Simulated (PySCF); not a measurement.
A run that did not reach its result, on `C1[Se]C[C@@H](CC)C=1` (driver script around PySCF, density fitting, GFN2-xTB geometry as the base; each input is a line of settings and coordinates in Å).

Command:
```bash
OMP_NUM_THREADS=1 python probes_run.py task.json out
```
Input:
```
{"job": {"kind": "nmr", "xc": "X3LYP", "basis": "6-31G-J", "pop": false, "scf": {"conv": 1e-15, "max_cycle": 61}}, "charge": 0, "multiplicity": 1}
C      1.770274     0.264453    -0.259227
C     -0.547553    -2.891367     2.094411
C     -0.530528    -0.623232     0.430501
C     -0.948609     0.725964     0.938864
C     -1.391397     1.616285     0.063698
Se    -1.499666     0.998863    -1.720266
C     -1.052554    -0.788732    -1.002095
H      1.557835     1.260230     0.122705
H      1.505261     0.240482    -1.313739
H      2.839627     0.085019    -0.173766
H      1.284785    -0.732740     1.578083
H      1.261463    -1.783864     0.162131
H     -0.978789    -1.402826     1.058639
H     -0.832383     0.944878     1.988809
H     -1.687938     2.629351     0.275770
H     -0.326151    -1.263870    -1.660552
H     -1.975893    -1.370744    -1.024782
```

Output:
```
KeyError: 'Element se (Z=34) not found in basis 6-31G-J version 0'
```

**Question.** What went wrong, and what mends it?

**Answer.** The basis 6-31G-J in the Basis Set Exchange has no functions for selenium, so the input was refused before any integral. The first bond of the GFN2-xTB geometry was scaled by 3.0. Choose a basis that covers all elements. The run gave no result.

The values belong to the conformer `[CH3:1][CH2:2][C@H:3]1[CH:4]=[CH:5][Se:6][CH2:7]1`: C1–C2–C3–C4 -59°.
